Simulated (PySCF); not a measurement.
A structure optimised at B3LYP-D3(BJ)/def2-TZVP, used in a PySCF frequency run:

```
Zn
O 1 1.7849
H 2 0.9621 1 115.42
I 1 2.4223 3 162.52 2 180.00
```

Task: Write its SMILES, formula and point group.

Result: [OH][Zn][I], HIOZn, Cs

Task: What are its rotational constants (standard atomic weights)?

Result: 695.43, 1.1623, 1.1604 GHz
